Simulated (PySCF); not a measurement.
## Polarisability and C₆ of Cu (copper, neutral)

[Ar] 3d10 4s1, 2S determinant. Calculation: PySCF 2.14, in aug-cc-pwCVQZ-PP with ECP10MDF; scalar relativity through the core potential. Coupled (time-dependent) response in atomic units; α is the mean over directions.

```json
{"method": "BLYP", "mean α (bohr³)": "38.81", "C₆ (like pair)": "238.1", "S(−4)": "1200"}
```

S(−4) is the Cauchy moment in α(ω) = α(0) + S(−4) ω² + …

Reference α: 46.5 ± 0.5 bohr³ (recommended; Schwerdtfeger and Nagle, table of static dipole polarizabilities (2023 update)). Published C₆: 253.0 (Chu and Dalgarno (2004); Tang, Norbeck and Certain (1976)).

α(iu) at BLYP:

```json
{"u (hartree)": "0", "α(iu) (bohr³)": "38.81"}
{"u (hartree)": "0.0500", "α(iu) (bohr³)": "36.06"}
{"u (hartree)": "0.100", "α(iu) (bohr³)": "30.00"}
{"u (hartree)": "0.200", "α(iu) (bohr³)": "18.98"}
{"u (hartree)": "0.300", "α(iu) (bohr³)": "12.73"}
{"u (hartree)": "0.500", "α(iu) (bohr³)": "7.306"}
{"u (hartree)": "0.750", "α(iu) (bohr³)": "4.698"}
{"u (hartree)": "1.00", "α(iu) (bohr³)": "3.413"}
{"u (hartree)": "1.50", "α(iu) (bohr³)": "2.116"}
{"u (hartree)": "2.00", "α(iu) (bohr³)": "1.474"}
{"u (hartree)": "3.00", "α(iu) (bohr³)": "0.8617"}
{"u (hartree)": "5.00", "α(iu) (bohr³)": "0.4172"}
```

A single London oscillator, α(iu) = α/(1 + u²/ω²), gives C₆ = (3/4) ω α². Matching the computed C₆ needs ω = 4 × 238.1 / (3 × 38.81²) = 0.211 hartree.

Energies and moments cover only the electrons outside the core potential.
